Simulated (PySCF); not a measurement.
A side-by-side comparison of computed properties.

First species: C₄H₅BO.
Atom-mapped SMILES: `[BH2:1][c:2]1[cH:3][cH:4][cH:5][o:6]1` (hydrogens: H7, H8 on B1; H9 on C3; H10 on C4; H11 on C5)

Geometry (PBE0-D3(BJ)/def2-SVP, Å), atoms numbered from 1 in this order:
```xyz
11
C4H5BO angstrom
B      2.1184   -0.0511    0.0678
C      0.6072    0.0294    0.0256
C     -0.3667   -0.9188   -0.2502
C     -1.6259   -0.2873   -0.1411
C     -1.3434    1.0149    0.1943
O     -0.0375    1.2155    0.2956
H      2.6405   -1.1122   -0.1772
H      2.7822    0.9191    0.3391
H     -0.1671   -1.9590   -0.5020
H     -2.6130   -0.7201   -0.2874
H     -1.9839    1.8748    0.3835
```

Second species: C2H6Al2Cl2.
SMILES with atom numbers: `[CH2:1]=[CH:2][AlH-:3]1[Cl+:4][AlH2-:5][Cl+:6]1` (hydrogens: H7, H8 on C1; H9 on C2; H10 on Al3; H11, H12 on Al5)

Levels: CAM-B3LYP/def2-SVPD for dipole moment, HOMO energy, LUMO energy, HOMO–LUMO gap, static isotropic polarisability and electronic spatial extent ⟨r²⟩ about the centre of nuclear charge; TDDFT CAM-B3LYP/def2-SVPD for lowest singlet excitation; PBE0-D3(BJ)/def2-SVP for rotational constant A and rotational constant C. Geometries: PBE0-D3(BJ)/def2-SVP. Each species is one conformer at its optimised geometry, gas phase, non-relativistic unless stated. Electronic properties by PySCF.

The conformers computed, where there is a choice (atom-mapped SMILES and torsion angles):
- `[CH2:1]=[CH:2][AlH-:3]1[Cl+:4][AlH2-:5][Cl+:6]1`: C1–C2–Al3–Cl4 130°

Question: Which has the higher static isotropic polarisability?

Answer: The second: 104.2 au against 66.3 au, a difference of 37.9 au.

Question: Which has the higher rotational constant C?

Answer: The first: 2.648 GHz against 0.782 GHz, a difference of 1.866 GHz.

Question: Which has the higher S1 energy?

Answer: The second: 5.96 eV against 4.94 eV, a difference of 1.02 eV.

Question: Which of the two has the higher LUMO energy, and by how much?

Answer: The second: -0.12 eV against -0.90 eV, a difference of 0.78 eV.

Question: Which has the higher ⟨r²⟩?

Answer: The second: 1477 bohr² against 477 bohr², a difference of 1000 bohr².

Question: Which has the higher rotational constant A?

Answer: The first: 8.945 GHz against 2.254 GHz, a difference of 6.691 GHz.

Question: Which of the two has the higher HOMO energy, and by how much?

Answer: The first: -8.48 eV against -9.47 eV, a difference of 0.99 eV.

Question: Which has the higher dipole moment?

Answer: The first: 2.30 D against 0.82 D, a difference of 1.48 D.

On the first: No computed singlet falls in the visible range (750 to 380 nm, 1.65 to 3.26 eV); S1 lies 1.68 eV above its blue end. The principal polarisabilities are 40.9, 63.9 and 94.1 au; their mean is the isotropic value.

On the second: In wavenumbers S1 is 48100 cm⁻¹ (1 eV = 8065.54 cm⁻¹). The dipole matches unit charges of opposite sign 0.17 Å apart (1 e·Å = 4.8032 D).
